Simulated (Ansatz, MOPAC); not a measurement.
Molecule: SiHBr (charge 0, singlet). SMILES: [SiH]Br

Atoms: Si1, H2, Br3. Bonds: Si1-H2, Si1-Br3.

Bond lengths (Å) and angles (degrees) optimised at PM6 with MOPAC; PM7 with MOPAC; HF/6-31G* with LANL2DZ past Ar with Ansatz (a quantum-chemistry and plane-wave program); B3LYP/6-31G* with LANL2DZ past Ar with Ansatz, each started from the B3LYP-D3(BJ)/def2-TZVP structure (Ansatz) of the last column. A row stands for all coordinates that are equal there. 6-31G* holds six Cartesian d functions.

```csv
coordinate,PM6,PM7,HF/6-31G* with LANL2DZ past Ar,B3LYP/6-31G* with LANL2DZ past Ar,B3LYP-D3(BJ)/def2-TZVP
Si1-H2,1.536,1.420,1.502,1.530,1.524
Si1-Br3,2.273,2.099,2.295,2.319,2.267
H2-Si1-Br3,105.3,180.0,94.7,94.0,94.2
```

Mean signed difference of all 2 bond lengths from B3LYP-D3(BJ)/def2-TZVP: PM6 0.009 Å, PM7 -0.136 Å, HF/6-31G* with LANL2DZ past Ar 0.003 Å, B3LYP/6-31G* with LANL2DZ past Ar 0.029 Å.
